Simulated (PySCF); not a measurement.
**CoSe: one state, many levels of theory**

State: ⁴Δ (quartet), unpaired electrons π ↑↑, δ ↑. Set-up: basis Co x2c-TZVPPall, Se x2c-TZVPPall; spin-free X2C with a Gaussian nucleus; PySCF 2.14. De refers to Co (3d7 4s2) + Se in their high-spin ground configurations, without counterpoise correction. The functionals are run spin-unrestricted. A positive dipole means Co(−)Se(+).

| Level | Re (Å) | ωe (cm⁻¹) | De (eV) | μ (D) | CPU s a point (SCF and correlation, without the integrals) |
| --- | --- | --- | --- | --- | --- |
| ROHF | 2.228 | 329 | n/a | -7.63 | 2.7 |
| ROHF-MP2 | 2.109 | 365 | n/a | n/a | 5.7 |
| ROHF-SCS-MP2 | 2.137 | 352 | n/a | n/a | n/a |
| PBE | 2.098 | 383 | n/a | -3.26 | 4.9 |
| BLYP | 2.120 | 368 | n/a | -3.08 | 3.9 |
| r²SCAN | 2.082 | 398 | n/a | -4.04 | 11 |
| M06-L | 2.102 | 388 | n/a | -4.12 | 9.4 |
| B3LYP | 2.103 | 383 | n/a | -4.14 | 5.3 |
| PBE0 | 2.089 | 396 | n/a | -4.63 | 6.2 |
| M06-2X | 2.146 | 363 | n/a | -5.58 | 6.9 |
| LC-ωPBE | 2.047 | 439 | n/a | -4.90 | 12 |

What does a quarter of exact exchange do here, going from PBE to PBE0?

PBE0 less PBE: -0.9 pm in Re, +3.4 % in ωe. Exact exchange removes part of the self-interaction that spreads semilocal densities, and in most molecules shortens and stiffens the bond and lowers De; so it does here.

What does the three-parameter hybrid form, with a fifth of exact exchange, do here, going from BLYP to B3LYP?

B3LYP less BLYP: -1.7 pm in Re, +4.1 % in ωe. Exact exchange removes part of the self-interaction that spreads semilocal densities, and in most molecules shortens and stiffens the bond and lowers De; so it does here.

Correlated steps freeze 14 core orbitals. De is left out where the level can put another filling of the metal’s s and d shells below the measured ground configuration, by anything from nothing to about 1 eV. Spin–orbit coupling is left out. UHF is strongly spin-contaminated for CoSe, so the ROHF reference used there is far from stable. The state is the lowest single determinant that the PBE0 search found; with open d or f shells the true ground state can be another one.

The whole job (state search and all levels along the bond) took about 13 min on 2 threads of Arm Neoverse V2 (shared host), peak memory 4.4 GiB.
